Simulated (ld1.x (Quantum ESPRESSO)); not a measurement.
Reading a pseudo-wave (aluminium)

Columns: radius, all-electron u(r) and pseudo u(r) of the 3s shell (level -8.27 eV) of aluminium in the configuration [Ne] 3s1.5 3p1.5; LDA (PZ), scalar-relativistic, RRKJ scheme, ld1.x (Quantum ESPRESSO) 7.5.

| r (bohr) | all-electron | pseudo |
| --- | --- | --- |
| 0.110 | 0.1073 | 0.0251 |
| 0.220 | -0.1220 | 0.0509 |
| 0.330 | -0.2723 | 0.0783 |
| 0.440 | -0.3049 | 0.1080 |
| 0.550 | -0.2535 | 0.1409 |
| 0.660 | -0.1549 | 0.1778 |
| 0.770 | -0.0355 | 0.2192 |
| 0.880 | 0.0879 | 0.2655 |
| 0.990 | 0.2052 | 0.3166 |
| 1.100 | 0.3110 | 0.3716 |
| 1.210 | 0.4028 | 0.4287 |
| 1.320 | 0.4798 | 0.4855 |
| 1.430 | 0.5424 | 0.5390 |
| 1.540 | 0.5915 | 0.5860 |
| 1.650 | 0.6283 | 0.6241 |
| 1.760 | 0.6542 | 0.6520 |
| 1.870 | 0.6704 | 0.6697 |
| 1.980 | 0.6783 | 0.6782 |
| 2.090 | 0.6791 | 0.6791 |
| 2.200 | 0.6738 | 0.6738 |
| 2.310 | 0.6636 | 0.6636 |
| 2.420 | 0.6493 | 0.6493 |
| 2.530 | 0.6318 | 0.6318 |
| 2.640 | 0.6118 | 0.6118 |
| 2.750 | 0.5899 | 0.5899 |
| 2.860 | 0.5667 | 0.5667 |

Problem. How many radial nodes do the two functions have?

Solution. The all-electron 3s function has n − l − 1 = 2; the pseudo-wave has 0, since the states of the same l below it are removed with the core.

Problem. At about which radius was the pseudo-wave matched?

Solution. 2.20 bohr. The columns agree to 0.0005 from 1.98 bohr on; several derivatives are matched, so the curves merge somewhat inside the radius.

Problem. Where does each function peak?

Solution. Outermost all-electron maximum near 2.09 bohr, pseudo maximum near 2.09 bohr (to the table’s step).

Problem. Is the pseudo-wave norm-conserving?

Solution. Yes: the RRKJ scheme keeps the norm inside the radius equal to the all-electron one, which fixes the energy derivative of the logarithmic derivative at the level.
